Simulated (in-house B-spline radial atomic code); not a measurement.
The numbers below are computed, except where a source is named.
**C6 from the polarisability at imaginary frequency: the rubidium ion Rb⁺**

TDHF linear response of the closed shell [Ar] 3d10 4s2 4p6, from an all-electron radial atomic-structure program (B-spline basis); scalar-relativistic (spin-free one-electron X2C), finite nucleus, no spin-orbit coupling; shells from n = 2 respond.

The dispersion coefficient of two like species is C6 = (3/π) ∫ α(iu)² du from 0 to ∞.

| u (hartree) | α(iu) (bohr³) |
| --- | --- |
| 0 | 9.067 |
| 0.0849 | 8.974 |
| 0.198 | 8.586 |
| 0.339 | 7.805 |
| 0.566 | 6.309 |
| 0.849 | 4.664 |
| 1.27 | 3.025 |
| 1.98 | 1.656 |
| 2.83 | 0.9687 |
| 4.24 | 0.523 |
| 7.07 | 0.2448 |
| 14.1 | 0.08737 |

Problem. Fit one oscillator, α(iu) = α(0)/(1 + u²/ω²), through u = 1.27 and estimate C6.

Solution. From α(0)/α(iu) − 1 = 9.067/3.025 − 1 = 1.9974, ω = u/√1.9974 = 0.8986 hartree (24.5 eV). London's formula gives C6 = (3/4) α(0)² ω = 0.75 × 9.067² × 0.8986 = 55.41 hartree·bohr⁶, and the oscillator holds f = α(0) ω² = 7.32 electrons, of a sum of oscillator strengths of 34.6.

Problem. How does that compare with the full integral?

Solution. The program's quadrature over all excitations gives C6 = 54.92, so the single oscillator is off by +0.9 %. At the last point the fit gives α = 0.0367 against 0.0874: higher excitations, and deeper shells where there are any, keep the true curve higher at large u.
